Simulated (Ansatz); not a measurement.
Calculated with Ansatz (gas phase, PBE0-D4/def2-TZVP geometries, no zero-point term in ΔE). CCSD(T)/CBS is the MP2 limit (def2-TZVPP, def2-QZVPP) plus CCSD(T) − MP2 in def2-TZVPP, frozen cores. Functionals use def2-TZVPP. For Ge outer-core shells are correlated without core-valence functions, which leaves a few kJ/mol of doubt a bond. Scalar relativity is left out up to krypton. Each species was taken in one conformer, which may not be the lowest.

Consider the substitution at a C–C bond: `C=CC(C)CC` + `[NH2][GeH3]` → `C=C[NH][GeH3]` + `CCCC`.

`C=CC(C)CC`:

Z-matrix (Å, degrees):
```
C
C 1 1.495
C 1 1.531 2 111.2
C 1 1.526 2 110.3 3 -123.0
H 1 1.098 2 108.0 3 118.4
C 2 1.325 1 125.7 3 -118.3
H 2 1.091 1 115.3 3 61.9
C 3 1.518 1 113.9 2 63.8
H 3 1.097 1 108.7 2 -59.1
H 3 1.096 1 108.3 2 -173.9
H 4 1.092 1 111.3 2 -58.7
H 4 1.093 1 110.9 2 -179.3
H 4 1.094 1 110.7 2 61.2
H 6 1.084 2 121.7 1 -179.5
H 6 1.086 2 121.3 1 0.3
H 8 1.092 3 111.2 1 179.6
H 8 1.094 3 111.0 1 59.7
H 8 1.092 3 111.3 1 -59.8
```

`[NH2][GeH3]`:

```xyz
7

N     0.414   -0.260    1.054
Ge   -0.205    0.323   -0.581
H    -0.297   -0.697    1.625
H     1.197   -0.897    0.987
H     0.979    0.997   -1.290
H    -0.760   -0.797   -1.494
H    -1.328    1.332   -0.299
```

`C=C[NH][GeH3]`:

Z-matrix (Å, degrees):
```
Ge
N 1 1.840
H 1 1.534 2 106.4
H 1 1.543 2 112.4 3 120.4
H 1 1.535 2 106.4 3 -119.7
C 2 1.378 1 123.3 3 165.5
H 2 1.009 1 117.7 3 -40.0
C 6 1.334 2 126.9 1 159.0
H 6 1.088 2 113.8 1 -22.9
H 8 1.085 6 122.0 2 -2.2
H 8 1.081 6 120.2 2 176.9
```

`CCCC`:

```xyz
14

C     0.556   -1.530   -1.068
C    -0.372   -0.545   -0.378
C     0.372    0.544    0.379
C    -0.556    1.530    1.067
H     1.206   -2.031   -0.345
H    -0.002   -2.301   -1.604
H     1.200   -1.023   -1.792
H    -1.029   -1.081    0.317
H    -1.033   -0.079   -1.119
H     1.030    1.079   -0.315
H     1.032    0.078    1.121
H    -1.203    1.024    1.790
H    -1.203    2.033    0.343
H     0.002    2.301    1.605
```

Question: Is it downhill or uphill in electronic energy at CCSD(T)/CBS, and by how much? (An estimate is asked.)

Answer: The calculation gave: Uphill: ΔE = +14.6 kJ/mol.

Question: What do these levels give: ωB97M-V, MP2/def2-TZVPP, CCSD(T)/def2-TZVPP, HF/def2-QZVPP, HF/CBS(def2), MP2/CBS(def2)? (Estimate.)

Answer: Ansatz gave: ωB97M-V 9.6, MP2/def2-TZVPP 15.7, CCSD(T)/def2-TZVPP 13.8, HF/def2-QZVPP 1.2, HF/CBS(def2) 1.1, MP2/CBS(def2) 16.5 kJ/mol.

Largest T1 diagnostic among the species: 0.012.

In def2-TZVPP, CCSD(T) changes the Hartree–Fock value by +12.4 kJ/mol (the triples alone add +1.1 kJ/mol) and MP2 by +14.4 kJ/mol. From PBE to PBE0 (25 % exact exchange), in def2-TZVPP and without D4, ΔE moves by +3.4 kJ/mol. The D4 term adds +5.9 kJ/mol with B3LYP and +3.6 kJ/mol with PBE0; it sums over pairs of atoms, weighted by their polarisabilities, and B3LYP, whose exchange is more repulsive, gets the larger term.

B3LYP here is the variant with VWN-RPA as its local correlation; programs differ in this.
